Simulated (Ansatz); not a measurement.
**A relaxation, step by step**

ZnGeH6S2, closed shell, PBE0-D4/def2-TZVP (Ansatz 0.2.0). Settings:

```yaml
hamiltonian: {xc: pbe0, dispersion: d4}
relax: {f_tol: 0.005, max_steps: 200}
```

Start, a step off a saddle point along its unstable mode:

Ge1  (1.210, 0.913, -1.118)
H2  (0.272, 0.185, -2.028)
H3  (-0.880, 0.215, -1.291)
S4  (-1.475, 0.786, -0.101)
Zn5  (-1.141, -0.787, 1.307)
S6  (-0.868, -2.392, 2.723)
H7  (2.020, 1.494, -2.273)
H8  (1.160, 2.133, -0.099)
H9  (1.806, -0.295, -0.370)
H10  (-2.104, -2.252, 3.249)
(Å)

```csv
step,energy less the last (meV),largest force component (eV/Å)
1,1481.6,1.935
3,335.3,0.605
5,106.6,0.148
7,64.2,0.114
9 (rejected trial),58.5,0.356
11,48.5,0.071
13,43.9,0.105
15,30.4,0.400
17,7.2,0.213
19,0.8,0.038
21,0.2,0.009
23,0.1,0.003
25,0.0,0.012
27,0.0,0.009
29,0.0,0.005
```

Step 5, positions (Å) and forces (eV/Å):

| atom | x | y | z | Fx | Fy | Fz |
| --- | --- | --- | --- | --- | --- | --- |
| Ge1 | 1.589 | 0.988 | -1.402 | -0.069 | 0.013 | -0.080 |
| H2 | 0.416 | 0.440 | -2.247 | 0.135 | 0.058 | 0.037 |
| H3 | -1.309 | 0.232 | -0.868 | -0.148 | 0.036 | 0.128 |
| S4 | -2.041 | 0.703 | 0.166 | 0.109 | -0.009 | -0.140 |
| Zn5 | -1.400 | -0.868 | 1.501 | -0.070 | -0.048 | 0.057 |
| S6 | -0.925 | -2.433 | 2.919 | -0.087 | 0.020 | 0.036 |
| H7 | 2.706 | 1.474 | -2.346 | -0.079 | -0.061 | 0.104 |
| H8 | 1.076 | 2.138 | -0.524 | 0.066 | -0.038 | -0.062 |
| H9 | 2.103 | -0.154 | -0.507 | 0.010 | 0.047 | -0.027 |
| H10 | -2.216 | -2.520 | 3.307 | 0.133 | -0.017 | -0.052 |

Step 11, positions (Å) and forces (eV/Å):

```csv
atom,x,y,z,Fx,Fy,Fz
Ge1,1.585,1.006,-1.380,0.064,-0.049,0.025
H2,0.492,0.604,-2.380,0.006,-0.004,0.000
H3,-1.860,0.037,-0.873,-0.012,0.028,0.034
S4,-1.986,0.816,0.219,0.017,-0.045,-0.029
Zn5,-1.349,-0.769,1.549,-0.012,0.010,0.002
S6,-0.742,-2.324,2.924,-0.046,-0.008,-0.012
H7,2.940,1.070,-2.113,-0.071,-0.007,0.042
H8,1.258,2.372,-0.769,0.008,-0.005,0.002
H9,1.671,-0.059,-0.268,-0.013,0.058,-0.056
H10,-2.009,-2.752,3.092,0.059,0.022,-0.008
```

Step 21, positions (Å) and forces (eV/Å):

```csv
atom,x,y,z,Fx,Fy,Fz
Ge1,1.446,0.786,-1.072,-0.009,0.008,-0.007
H2,0.549,0.500,-2.281,0.005,0.000,0.000
H3,-2.504,0.175,-0.995,-0.003,0.003,0.000
S4,-2.262,0.986,0.050,0.002,0.000,-0.005
Zn5,-1.103,-0.531,1.088,-0.003,0.004,0.001
S6,-0.114,-2.068,2.249,0.005,-0.006,0.004
H7,2.919,0.548,-1.432,0.001,-0.001,0.001
H8,1.237,2.214,-0.563,0.002,-0.005,0.001
H9,1.073,-0.204,0.057,-0.002,-0.001,0.004
H10,-1.240,-2.408,2.900,0.000,-0.001,0.001
```

Last step (29):

```xyz
10
angstrom
Ge 1.4543 0.7850 -1.0755
H 0.5852 0.5322 -2.3103
H -2.5796 0.1491 -0.9637
S -2.2495 0.9904 0.0324
Zn -1.0986 -0.5300 1.0747
S -0.1127 -2.0677 2.2389
H 2.9357 0.5554 -1.4070
H 1.2362 2.1978 -0.5300
H 1.0583 -0.2351 0.0191
H -1.2294 -2.3772 2.9215
```

The run took 2.5 min on 8 CPU threads of an Arm Neoverse N1 (shared host), with 0.81 GiB of host memory at its peak.
